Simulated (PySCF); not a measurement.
ZnH, SMILES [ZnH] (connectivity only; charge and spin as stated), neutral, multiplicity 2. Atoms are numbered in the order given.

```xyz
2

Zn     0.0000     0.0000    -0.0526
H      0.0000     0.0000     1.5782
```
Charge 0, spin multiplicity 2.

The structure is a stationary point at B3LYP-D3(BJ)/def2-TZVPD. The spin state was assumed, not searched.

Method: ωB97X/def2-TZVPD run with PySCF.

Mulliken values depend strongly on the basis, most of all with diffuse functions as here. ESP charges are fitted to the potential on shells at 1.4 to 2.0 van der Waals radii. Atomic charges (e):

```tsv
atom	meta-Löwdin	ESP fit	Mulliken	Mulliken spin
Zn1	0.45	0.15	0.04	0.72
H2	-0.45	-0.15	-0.04	0.28
```
